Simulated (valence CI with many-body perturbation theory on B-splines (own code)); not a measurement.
# Au65+: calculated level list

Computed by configuration interaction combined with many-body perturbation theory (CI+MBPT): four valence electrons over a frozen Dirac-Fock core [Ne], radial functions for each j: 11 s, 11 p, 9 d, 7 f, 5 g, 2 h, 1 i, with the one-electron correlation potential Σ1, the two-electron term Σ2, the three-electron term Σ3, Breit, model QED; selected CI, second order for the rest (own B-spline code, finite nucleus).

No measured spectrum was set against this ion. As an estimate, large intervals hold to a few tenths of a per cent, small ones and those within an open d or f shell to about a per cent.

Levels 1 to 45 of 71, with energies above the lowest level, (3s^2 3p1/2^2) J=0. "Leading %" is the weight of the configuration and term that name the level; weights of strongly mixed levels are sums over their largest components and can fall short. In the jj column 3d3/2^4 stands for four electrons in 3d with j = 3/2. Lifetimes count E1, E2, E3, M1 and M2 decay at the calculated energies, and are blank where another channel may lead or the interval is too uncertain; long ones can be off by a factor of two.

```tsv
No.	Configuration	Term	J	E (Ry)	Leading %	Lifetime	Second component	Leading jj
1	3s2 3p2	3P	0	0.00	68		31 % 3s2 3p2 1S	3s^2 3p1/2^2 (100 %)
2	3s2 3p2	3P	1	35.25	100	1.46 ns		3s^2 3p1/2 3p3/2 (100 %)
3	3s2 3p2	1D	2	35.99	65	62.4 ns	35 % 3s2 3p2 3P	3s^2 3p1/2 3p3/2 (99 %)
4	3s 3p3	3P°	2	49.08	47	29.8 ps	26 % 3s 3p3 5S°	3s 3p1/2^2 3p3/2 (97 %)
5	3s 3p3	3D°	1	51.22	26	787 fs	24 % 3s 3p3 1P°	3s 3p1/2^2 3p3/2 (80 %)
6	3s2 3p 3d	3F°	2	52.83	74	79.5 ps	20 % 3s2 3p 3d 1D°	3s^2 3p1/2 3d3/2 (99 %)
7	3s2 3p 3d	3D°	1	56.44	42	124 fs	25 % 3s2 3p 3d 1P°	3s^2 3p1/2 3d3/2 (81 %)
8	3s2 3p 3d	3P°	2	62.51	46	2.18 ps	34 % 3s2 3p 3d 3D°	3s^2 3p1/2 3d5/2 (98 %)
9	3s2 3p 3d	3F°	3	62.62	50	3.20 ps	28 % 3s2 3p 3d 1F°	3s^2 3p1/2 3d5/2 (99 %)
10	3s 3p2 3d	3D	1	67.00	45	14.7 ps	37 % 3s 3p2 3d 5F	3s 3p1/2^2 3d3/2 (99 %)
11	3s 3p2 3d	3D	2	67.60	30	15.2 ps	17 % 3s 3p2 3d 5F	3s 3p1/2^2 3d3/2 (98 %)
12	3s2 3p2	3P	2	71.82	64	294 ps	34 % 3s2 3p2 1D	3s^2 3p3/2^2 (99 %)
13	3s2 3p2	1S	0	73.44	67	397 ps	31 % 3s2 3p2 3P	3s^2 3p3/2^2 (98 %)
14	3s 3p2 3d	3D	3	76.29	36	2.87 ps	19 % 3s 3p2 3d 5D	3s 3p1/2^2 3d5/2 (99 %)
15	3s 3p2 3d	3F	2	77.41	27	2.62 ps	21 % 3s 3p2 3d 1D	3s 3p1/2^2 3d5/2 (98 %)
16	3s 3p3	3D°	2	83.56	49	1.10 ps	45 % 3s 3p3 5S°	3s 3p1/2 3p3/2^2 (96 %)
17	3s 3p3	3D°	3	85.07	94	1.57 ps		3s 3p1/2 3p3/2^2 (94 %)
18	3s 3p3	3P°	0	85.95	85	873 fs	14 % 3s2 3p 3d 3P°	3s 3p1/2 3p3/2^2 (85 %)
19	3s 3p3	1D°	2	87.10	54	426 fs	13 % 3s2 3p 3d 3D°	3s 3p1/2 3p3/2^2 (70 %)
20	3s 3p3	3P°	1	87.17	32	517 fs	20 % 3s 3p3 3D°	3s 3p1/2 3p3/2^2 (81 %)
21	3s 3p3	3S°	1	88.09	30	177 fs	29 % 3s 3p3 3P°	3s 3p1/2 3p3/2^2 (98 %)
22	3s2 3p 3d	3F°	3	91.05	46	266 fs	38 % 3s2 3p 3d 1F°	3s^2 3p3/2 3d3/2 (95 %)
23	3s2 3p 3d	3D°	2	91.52	38	116 fs	21 % 3s 3p3 1D°	3s^2 3p3/2 3d3/2 (68 %)
24	3s2 3p 3d	3P°	1	91.53	45	147 fs	32 % 3s2 3p 3d 3D°	3s^2 3p3/2 3d3/2 (81 %)
25	3s2 3p 3d	3P°	0	91.61	85	177 fs	14 % 3s 3p3 3P°	3s^2 3p3/2 3d3/2 (85 %)
26	3s2 3p 3d	3F°	4	97.23	99	809 ps		3s^2 3p3/2 3d5/2 (99 %)
27	3s2 3p 3d	3P°	2	98.05	43	3.54 ps	42 % 3s2 3p 3d 1D°	3s^2 3p3/2 3d5/2 (97 %)
28	3s2 3p 3d	3D°	3	99.79	63	1.21 ps	34 % 3s2 3p 3d 1F°	3s^2 3p3/2 3d5/2 (96 %)
29	3s 3p2 3d	5F	2	99.96	27	1.97 ps	17 % 3p4 3P	3s 3p1/2 3p3/2 3d3/2 (73 %)
30	3s 3p2 3d	5D	0	100.47	75	9.61 ps	14 % 3s 3p2 3d 3P	3s 3p1/2 3p3/2 3d3/2 (94 %)
31	3s2 3p 3d	1P°	1	100.63	62	1.68 ps	25 % 3s2 3p 3d 3P°	3s^2 3p3/2 3d5/2 (97 %)
32	3s 3p2 3d	5D	1	100.68	50	8.57 ps	23 % 3s 3p2 3d 5F	3s 3p1/2 3p3/2 3d3/2 (99 %)
33	3s 3p2 3d	5F	3	101.13	42	7.90 ps	35 % 3s 3p2 3d 3F	3s 3p1/2 3p3/2 3d3/2 (98 %)
34	3p4	3P	2	101.64	32	497 fs	16 % 3s 3p2 3d 5F	3p1/2^2 3p3/2^2 (49 %)
35	3s 3p2 3d	3G	4	102.51	31	26.0 ps	18 % 3s 3p2 3d 1G	3s 3p1/2 3p3/2 3d3/2 (96 %)
36	3p4	1S	0	102.71	45	408 fs	25 % 3p4 3P	3p1/2^2 3p3/2^2 (69 %)
37	3s 3p2 3d	3F	2	103.61	56	440 fs	9 % 3s 3p2 3d 3P	3s 3p1/2 3p3/2 3d3/2 (87 %)
38	3s 3p2 3d	3D	3	104.17	32	252 fs	16 % 3s 3p2 3d 3F	3s 3p1/2 3p3/2 3d3/2 (96 %)
39	3s 3p2 3d	3P	1	104.52	30	232 fs	28 % 3s 3p2 3d 5P	3s 3p1/2 3p3/2 3d3/2 (98 %)
40	3s 3p2 3d	3D	2	104.75	24	163 fs	19 % 3s 3p2 3d 5P	3s 3p1/2 3p3/2 3d3/2 (85 %)
41	3s 3p2 3d	3G	3	104.87	43	234 fs	20 % 3s 3p2 3d 3F	3s 3p1/2 3p3/2 3d3/2 (98 %)
42	3s 3p2 3d	3D	1	104.98	46	197 fs	17 % 3s 3p2 3d 1P	3s 3p1/2 3p3/2 3d3/2 (98 %)
43	3s 3p2 3d	3D	1	107.04	44	115 fs	21 % 3s 3p2 3d 3P	3s 3p1/2 3p3/2 3d3/2 (96 %)
44	3s 3p2 3d	3F	2	107.08	28	126 fs	14 % 3s 3p2 3d 1D	3s 3p1/2 3p3/2 3d3/2 (72 %)
45	3s 3p2 3d	3P	0	107.37	50	150 fs	18 % 3s2 3d2 3P	3s 3p1/2 3p3/2 3d3/2 (54 %)
```

The ionisation energy to 3s2 3p 2P°_1/2 of the next ion comes out as 7758.4 eV (NIST: 7760 ± 30 eV (theoretical)). All 71 levels together are meant to be complete up to 119.18 Ry.
